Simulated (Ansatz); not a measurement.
The same path of CH₉ClSi₃ (14 atoms, charge 0, multiplicity 1) was run 3 times with different band settings. The coordinate that changes most is the dihedral H6–Si1–Si2–Si3.

Method: Ansatz, RKS B3LYP/STO-3G.

Relaxed end points:

```xyz
14
Properties=species:S:1:pos:R:3
Si -1.315 1.767 0.875
Si 0.612 0.619 1.134
Si 0.645 -1.393 0.101
C 0.238 -1.282 -1.751
Cl 1.369 -0.117 -2.656
H -1.251 3.045 1.547
H -2.430 1.032 1.427
H -1.600 2.009 -0.520
H 0.844 0.385 2.543
H 1.727 1.410 0.662
H -0.349 -2.292 0.650
H 1.932 -2.042 0.217
H -0.784 -0.914 -1.944
H 0.348 -2.256 -2.257
```

```xyz
14
Properties=species:S:1:pos:R:3
Si -1.562 1.394 1.125
Si 0.346 0.212 1.369
Si 0.687 -1.353 -0.229
C 0.649 -0.640 -1.989
Cl 1.886 0.729 -2.224
H -1.599 2.077 -0.147
H -1.692 2.384 2.169
H -2.717 0.527 1.190
H 0.326 -0.471 2.645
H 1.481 1.107 1.403
H -0.346 -2.368 -0.214
H 1.958 -2.022 -0.066
H -0.330 -0.205 -2.254
H 0.898 -1.400 -2.749
```

Common settings: movable images 7; climbing image yes; start path IDPP; force threshold 0.05 eV/Å; end points relaxed.

| run | spring | optimiser | iteration limit | largest step |
| --- | --- | --- | --- | --- |
| 1 | 5.0 eV/Å² | quadratic models (default) | 44 | default |
| 2 | 0.5 eV/Å² | quadratic models (default) | 44 | default |
| 3 | 5.0 eV/Å² | lbfgs | 59 | 0.5 Å |

**Question.** What does each run give, and how far can it be trusted?

**Answer.** Run 1: converged after 4 iterations, highest image 0.022 eV above the first end. A vibrational analysis at the climbing image gives one clearly imaginary mode, 68i cm⁻¹: a first-order saddle point.
Run 2: converged after 4 iterations, highest image 0.022 eV above the first end. Another band between the same ends (7 images) ends at a top of the same energy, where a vibrational analysis finds 1 clearly imaginary mode.
Run 3: converged after 11 iterations, highest image 0.022 eV above the first end. Another band between the same ends (7 images) ends at a top of the same energy, where a vibrational analysis finds 1 clearly imaginary mode.
Limits of this set-up: minimal basis.
